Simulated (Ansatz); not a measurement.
Mulliken charges of AsGaH$_{4}$ (`[GaH2][AsH2]`) from r2SCAN/def2-TZVPP in Ansatz (PBE0-D4/def2-TZVP geometry).

```csv
atom,x (Å),y (Å),z (Å),charge (e)
Ga1,-0.388,-0.931,-0.200,0.276
As2,0.674,1.216,-0.491,-0.126
H3,0.496,-2.192,0.106,-0.071
H4,-1.935,-1.062,-0.433,-0.071
H5,1.564,1.026,0.728,-0.004
H6,-0.410,1.942,0.290,-0.004
```

Q: By hand: the dipole of these point charges (1 e Å = 4.8032 D).

A: Σ q r = (-0.094, -0.191, 0.026) e Å, of length 0.214 e Å = 1.03 D.

Q: How does the dipole of the full density compare? (Best estimate.)

A: Ansatz gave: (-0.032, -0.032, 0.076) e Å, 0.42 D; the point charges give 2.45 times that, at 54° from its direction.

Point charges leave out the atoms' own dipoles, such as those of lone pairs, and Mulliken's split depends on the basis, so the two needn't agree.
